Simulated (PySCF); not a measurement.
## Correlation energy of C⁺ (carbon, charge +1)

[He] 2s2 2p1, 2P determinant. Computed with PySCF 2.14 in dyall-av3z (15s9p3d2f, 71 functions), with scalar relativity by spin-free X2C-1e. Frozen: 1s2; 3 electrons correlated; the 14 highest virtual orbitals of each spin left out.

MP2 pair energies summed by pair of shells (mhartree):

```
 pair  energy  share (%)
2s-2s  -30.38       57.3
2s-2p  -22.64       42.7
```

Total MP2 correlation energy: -53.01 mhartree.

Same-spin part -3.65 and opposite-spin part -49.36 mhartree; SCS-MP2 scales them by 1/3 and 6/5 to -60.45 mhartree.
